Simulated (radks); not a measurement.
Values are calculated unless marked as measured or tabulated.
Spherical jellium clusters: N electrons in a uniform positive sphere of charge N and radius rs N^(1/3), rs = 2.41 bohr. Level of theory: non-relativistic Kohn-Sham, LDA (Slater exchange, Perdew-Wang correlation), spin-polarised, spherical densities (a radial shooting solver with Libxc functionals). Levels are named by radial order and angular momentum (1s, 1p, 1d, 2s, ...), and open shells are averaged over m.

N = 11, configuration 1s2 1p6 1d(up 3, down 0). This is the lowest configuration that the search found. Occupied and some empty levels:

level    occupation  eigenvalue (eV)  <r> (bohr)
1s up             1          -9.1274       3.471
1s down           1          -8.7186       3.381
1p up             3          -6.2138       4.378
1p down           3          -5.6574       4.349
1d up             3          -3.0017       5.315
2s up             0          -2.5494       5.567
1d down           0          -2.4204       5.398
2s down           0          -2.1990       5.734
2p up             0         -0.56391       9.002
2p down           0         -0.36945       9.841

Energy (eV): total -9.21746, kinetic 45.594, external -698.32, Hartree 332.86, exchange-correlation -57.937, background 368.59.
